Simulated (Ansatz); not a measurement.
CHNO, charge -1, doublet, geometry from GFN2-xTB (a state made from the parent by changing its charge; the spin is typed, not shown lowest) (a gas-phase anion, which may not be bound at this level), with bond 4-1 at 3.0 times its length; PBE/STO-3G run with Ansatz (an electronic-structure program).

Ansatz was given this input:
Ansatz 0.2 input:
```yaml
crystal:
  periodic: [false, false, false]
  atoms:
    - {symbol: N, position_ang: [-1.10932296, 0.26809662, 0.17063078]}
    - {symbol: C, position_ang: [0.07399388, -0.27621871, 0.20499431]}
    - {symbol: O, position_ang: [1.13555407, -0.00065511, -0.40397735]}
    - {symbol: H, position_ang: [-3.07075917, -1.17856278, 2.08105085]}
basis:
  gaussian:
    orbitals: STO-3G
hamiltonian:
  xc: pbe
total_charge: -1
magnetization: {spin_polarized: true, initial_magnetization: 1}
scf: {lower_state_search: off}
```

What the program printed (banner, timings and long lists left out):

```
Functional definition: PBE
these checks for a lower state are left out or cut short: stability, starts, cluster_reference, orbital_swaps, neighbouring_geometries, increment
221 factors; integrals over basis functions are off by at most 2.5e-5 eV
mean field evaluation 1: about -4500.5319 eV, gradient 4.0e1 eV
mean field evaluation 2: about -4406.9695 eV, gradient 1.1e2 eV
mean field evaluation 4: about -4507.8692 eV, gradient 2.2e1 eV
mean field evaluation 8: about -4495.4999 eV, gradient 1.2e1 eV
mean field evaluation 16: about -4516.0181 eV, gradient 6.2e-2 eV
mean field -4516.01828520 eV, -165.9606109138 hartree, gradient 2.1e-6 eV, S^2 0.750736; 0 other end points of the search recorded, 0 dependent functions left out
reference -4516.01829707 eV, -165.9606113500 hartree; 12, 11 occupied and 4, 5 virtual orbitals, 221 factors
Total energy: -4516.01829707 eV, -165.9606113500 hartree
Checks for a lower state left out: stability, starts, cluster_reference, orbital_swaps, neighbouring_geometries, increment
```
